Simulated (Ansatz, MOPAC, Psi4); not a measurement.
Internal rotation in SMILES C#C[SiH2][SiH2][Si](Cl)(Cl)Cl. Scanned: dihedral C2–Si3–Si4–Si5; all other coordinates were relaxed at B3LYP-D3(BJ)/def2-SVP. Points at φ and −φ are mirror images. Heavy atoms are numbered in the order of the SMILES C#C[SiH2][SiH2][Si](Cl)(Cl)Cl, hydrogens after them in the order of the atoms that carry them; the mirror image has the same energies with the sign of each dihedral reversed.

- wB97M-V/def2-TZVP // B3LYP-D3(BJ)/def2-SVP (Psi4)
- PM6, restricted, heats of formation // B3LYP-D3(BJ)/def2-SVP (MOPAC)
- CCSD(T)/cc-pVDZ = Ansatz (an electronic-structure program) with CCSD(T) on RHF/cc-pVDZ, frozen core // B3LYP-D3(BJ)/def2-SVP

Energies relative to the lowest point of each profile, in kJ/mol:

| φ / ° | wB97M-V/def2-TZVP | PM6 |
|---|---|---|
| -165 | 1.55 | 0.66 |
| -135 | 3.64 | 2.93 |
| -105 | 3.31 | 2.59 |
| -75 | 1.11 | 0.00 |
| -45 | 0.00 | 0.63 |
| -15 | 2.38 | 0.91 |
| 15 | 2.38 | 0.91 |
| 45 | 0.00 | 0.63 |
| 75 | 1.11 | 0.00 |
| 105 | 3.31 | 2.59 |
| 135 | 3.64 | 2.93 |
| 165 | 1.55 | 0.66 |

Task: What does CCSD(T)/cc-pVDZ give at the same points?

Result: -165: 0.91; -135: 3.21; -105: 2.83; -75: 0.90; -45: 0.00; -15: 2.96; 15: 2.96; 45: 0.00; 75: 0.90; 105: 2.83; 135: 3.21; 165: 0.91 (kJ/mol).
